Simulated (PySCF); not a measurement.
Geometry:
```tsv
atom	x (Å)	y (Å)	z (Å)
O1	3.324	-0.520	-0.194
C2	3.029	-0.187	0.919
O3	1.873	0.385	1.248
Si4	0.750	0.718	-0.012
S5	-0.120	-0.993	-0.922
C6	-1.623	-0.967	0.129
C7	-2.170	0.436	0.276
S8	-0.925	1.583	0.984
H9	3.681	-0.319	1.808
H10	1.447	1.596	-0.979
H11	-1.388	-1.406	1.111
H12	-2.354	-1.618	-0.376
H13	-2.510	0.829	-0.693
H14	-3.020	0.449	0.976
```

Geometry: PBE0-D3(BJ)/def2-SVP; GIAO shifts from PySCF, gas phase, non-relativistic, averaged over equivalent atoms.

At WP04/pcSseg-1 (187 basis functions, 58 s wall time on 1 thread of an AMD EPYC, shared host):
```csv
atoms,δ (ppm)
O1,457.7
O3,241.1
C2,166.5
C6/C7,44.0
Si4,32.3
S5/S8,-67.1
H9,7.68
H10,5.55
H11/H14,2.75
H12/H13,2.68
```

References, each an isolated molecule treated in the same way: H2O for $^{17}$O (317.54 ppm); $^{13}$C (172.44 ppm), $^{29}$Si (338.69 ppm), $^{1}$H (31.56 ppm) against TMS; $^{33}$S (462.27 ppm) against CS2.

Q: Predict the values at PBE0/pcSseg-1 on the same geometry.

A: 
```tsv
atoms	δ at PBE0/pcSseg-1	change
O1	481.2	+23.5
O3	254.0	+12.9
C2	166.3	-0.2
C6/C7	40.4	-3.6
Si4	34.5	+2.2
S5/S8	-87.7	-20.6
H9	7.81	+0.13
H10	6.22	+0.67
H11/H14	2.82	+0.07
H12/H13	2.74	+0.06
```

δ = σ(ref) − σ, references computed at the same level: H2O for $^{17}$O (σref 334.56); $^{13}$C (σref 184.41), $^{29}$Si (σref 351.99), $^{1}$H (σref 31.27) against TMS; CS2 for $^{33}$S (σref 495.66).

The largest change is at O1 (carbonyl oxygen). Cost: 187 basis functions, 64 s wall time on 1 thread of an AMD EPYC, shared host.

Unscaled 17O shifts of doubly bonded oxygen tend to come out too high, by tens of ppm or more. Experimental scales use liquid or dissolved standards, which lie at an offset from isolated H2O (liquid H2O: subtract about 36 ppm).
